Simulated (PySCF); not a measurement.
**Electron correlation in Si+ (silicon, charge +1)**

[Ne] 3s2 3p1, 2P determinant. All numbers are calculated (PySCF 2.14, the spin-free X2C one-electron Hamiltonian (Gaussian nucleus), in x2c-TZVPPall with one added diffuse shell each of s, p, d type (6s6p4d1f, 51 functions)). Frozen: 1s2; 11 electrons correlated.

| level | correlation energy (mhartree) |
| --- | --- |
| CCSD | -212.23 |
| (T) | -2.92 |
| CCSD(T) | -215.15 |

Diagnostics: T1 = 0.0087, D1 = 0.0349, largest double amplitude 0.098.

Cost of the coupled-cluster step: of the order of 4 core-seconds, for 11 correlated electrons.

This basis was not built for core-valence correlation, so the inner-shell part is incomplete.
